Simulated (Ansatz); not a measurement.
A structure relaxed at PBE-D4/def2-TZVPD in Ansatz, charge -1, doublet:

```tsv
atom	x (Å)	y (Å)	z (Å)
Ag1	0.607	-1.862	0.817
Ag2	-0.603	3.091	-1.630
Ag3	-0.175	0.605	-0.337
H4	0.441	-3.080	1.933
H5	-1.253	1.942	-0.311
H6	0.983	-0.696	-0.471
```

Problem. Give its formula.

Solution. Ag3H3⁻ (the lowest doublet isomer of a short search).

Problem. Summarise the bond lengths by kind (pairs closer than 1.2 times the sum of covalent radii, bridged metal pairs left out).

Solution. 5 × Ag–H 1.66 to 1.87 Å.

In the def2 sets Ag takes a core potential; there is no spin–orbit coupling. The highest occupied level of the charge -1 doublet lies above zero (up to 0.05 eV). By energy differences its removal costs 2.30 eV (vertical, to the charge 0 singlet, at PBE-D4/def2-TZVPD); a positive level beside a positive removal energy at the same level points to self-interaction error. The relaxation made no stability test and no search for a lower SCF solution. The structure comes from a short search, and lower isomers may exist.
